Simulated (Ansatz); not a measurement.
Pulling the pair apart

The pair of K⁺ (SMILES [K+], atom 1) and AlF₃ (SMILES F[Al](F)F, atoms 2–5), both closed shells, in one local arrangement (a lower one may exist), relaxed at PBE0-D4/def2-TZVP:

K1  (-0.147, 0.412, -3.330)
F2  (0.103, -1.642, 1.414)
Al3  (0.040, -0.111, 0.899)
F4  (0.038, 1.248, 1.774)
F5  (-0.034, 0.094, -0.757)
(Å)

AlF₃ is shifted rigidly along the line between the mean atom positions of the two fragments (negative: closer). Counterpoise interaction energies in kcal/mol. Ansatz 0.2.0; basis: def2-TZVPPD; cores frozen in the correlated methods. The outer core shell of Li, Na, Mg and K is correlated. The def2 sets are not built for correlating such inner shells, so the correlated values are less sure here. B3LYP uses VWN-RPA correlation.

| shift (Å) | PBE0-D4 | B3LYP-D4 | r2SCAN-D4 |
| --- | --- | --- | --- |
| -0.26 | -10.72 | -10.71 | -10.66 |
| -0.13 | -12.32 | -12.46 | -12.20 |
| 0.00 | -12.73 | -13.00 | -12.52 |
| 0.13 | -12.51 | -12.87 | -12.19 |
| 0.31 | -11.78 | -12.30 | -11.24 |
| 0.65 | -10.32 | -11.26 | -9.28 |
| 1.30 | -6.90 | -7.49 | -6.16 |
| 2.60 | -3.33 | -3.47 | -3.13 |

(1) What does CCSD(T) give at these shifts? (An estimate is asked for; the value comes from the calculation.)

No T1 diagnostic of these runs exceeds 0.012.

## Answers

(1) The calculation gives: -9.93, -11.77, -12.28, -12.05, -11.16, -9.09, -5.99, -3.06 kcal/mol. For zero shift, CCSD(T) at an estimated basis limit (MP2 extrapolated from triple and quadruple zeta, plus CCSD(T) − MP2 in triple zeta) gives -12.88 kcal/mol. These are counterpoise interaction energies, counted from the two frozen fragments.

For scale, one of the runs: CCSD(T)/def2-TZVPPD, 204 basis functions, launched by `ansatz run in.yaml --threads 4 --pin off --events-out ev --progress --plain --max-ram 9574MiB`. The run took 76 s on 4 CPU threads of an Arm Neoverse V1 (shared host), with 2.8 GiB of host memory at its peak.
